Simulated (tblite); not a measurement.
Run record: tight-binding relaxation, `C[C@@H](CF)[C@H](N)[S]` [radical].

Computed with GFN2-xTB geometry optimisation, gas phase (tblite 0.8.0). Start geometry: from a force field or distance geometry. The command runs a driver script over a list of jobs; the input below is this job's line of settings and its coordinates in Å.

Command:
```bash
OMP_NUM_THREADS=1 python probes_run.py task.json out
```

Input:
```
{"job": {"kind": "relax", "xc": "GFN2-xTB", "basis": "xTB"}, "charge": 0, "multiplicity": 2}
C     -0.556000    -1.413700    -0.162800
C     -0.350600     0.096400    -0.406600
C     -1.533900     0.879600     0.138400
F     -2.664200     0.534600    -0.572700
C      0.981000     0.679100     0.129800
N      2.136500    -0.027900    -0.393600
S      1.290800     0.525600     1.883200
H     -0.635200    -1.650300     0.906400
H      0.249100    -2.010100    -0.594800
H     -1.499600    -1.739700    -0.634100
H     -0.351700     0.218500    -1.491000
H     -1.411000     1.956700    -0.003700
H     -1.749000     0.687500     1.202100
H      1.048700     1.716300    -0.234400
H      2.915300     0.458600     0.073700
H      2.122100    -0.902200     0.148500
```

Output:
```
step      E/eV     max force
  0    -652.99040    1.335
  1    -653.07277    0.863
  2    -653.14288    0.755
  3    -653.18901    0.845
  4    -653.24272    0.942
  5    -653.28797    0.645
  6    -653.32083    0.438
  7    -653.33908    0.362
  8    -653.35239    0.397
  9    -653.36215    0.312
... (30 lines left out)
 40    -653.38530    0.029
 41    -653.38542    0.021
 42    -653.38551    0.020
 43    -653.38558    0.017
 44    -653.38563    0.016
 45    -653.38566    0.016
 46    -653.38569    0.017
 47    -653.38572    0.015
 48    -653.38574    0.012
 49    -653.38576    0.007
```

«max force» is the largest atomic force in eV/Å.

Question: From which step on does the largest force stay under 0.1 eV/Å, and how much energy is left to gain from there?

Answer: From step 14 (0.073 eV/Å), 13.1 meV above the end.

Main results: energy lowered by 9.1 kcal/mol over 49 steps; largest atomic force 0.007 eV/Å at the end.

The run took 0.34 s on one thread, Arm Neoverse V1 (aarch64), no GPU, shared host with 32 logical CPUs at a one-minute load of 29.
Labels such as C1 count atoms from 1, the log's own numbers from 0.
